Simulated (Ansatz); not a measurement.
Sn4H8. The state is a singlet with charge 0. Geometry PBE-D4/def2-SVP.

Cartesian coordinates in Å:
```
Sn 2.4960 0.5516 0.1355
Sn -0.2954 1.0620 -2.1726
Sn 0.4351 -2.5230 0.6708
Sn -1.5921 0.3483 0.3333
H -0.0191 2.7126 -1.4907
H -0.7582 -1.1264 1.2417
H -3.1425 -0.4822 0.3214
H 1.1542 1.1530 1.1639
H 1.4530 0.5362 -1.4874
H -0.0259 -2.2160 -1.0415
H -1.6169 1.2620 1.8242
H 1.9118 -1.2781 0.5014
```

In the def2 sets Sn takes a core potential; there is no spin–orbit coupling. LC-ωPBE has ω = 0.4 bohr⁻¹. Another isomer (singlet) lies 0.78 eV lower at PBE0-D4/def2-TZVP; other spin states weren't run for this one.

**Question.** Estimate the orbital energies around the gap (eV) in Ansatz with PBE-D4/def2-TZVP, r2SCAN-D4/def2-TZVP, PBE0-D4/def2-TZVP, LC-ωPBE/def2-TZVP, ωB97M-V/def2-TZVP.

**Answer.** 
```
orbital  PBE-D4/def2-TZVP  r2SCAN-D4/def2-TZVP  PBE0-D4/def2-TZVP  LC-ωPBE/def2-TZVP  ωB97M-V/def2-TZVP
 HOMO−9            -12.06               -12.51             -13.58             -16.96             -16.24
 HOMO−8            -10.81               -11.18             -12.18             -15.32             -14.71
 HOMO−7             -8.47                -8.85              -9.66             -12.32             -11.78
 HOMO−6             -8.00                -8.36              -9.24             -12.03             -11.49
 HOMO−5             -7.65                -8.00              -8.82             -11.49             -10.96
 HOMO−4             -7.51                -7.86              -8.69             -11.36             -10.83
 HOMO−3             -6.73                -7.01              -7.76             -10.29              -9.86
 HOMO−2             -6.03                -6.30              -6.98              -9.36              -8.98
 HOMO−1             -5.76                -6.00              -6.62              -8.86              -8.54
   HOMO             -5.48                -5.69              -6.30              -8.51              -8.19
   LUMO             -2.91                -2.82              -2.27              -0.46              -0.67
 LUMO+1             -2.75                -2.65              -2.11              -0.29              -0.51
 LUMO+2             -2.42                -2.30              -1.77               0.05              -0.19
 LUMO+3             -1.61                -1.43              -0.92               0.91               0.58
 LUMO+4             -0.80                -0.53              -0.12               1.74               1.28
 LUMO+5             -0.69                -0.43              -0.01               1.84               1.46
```
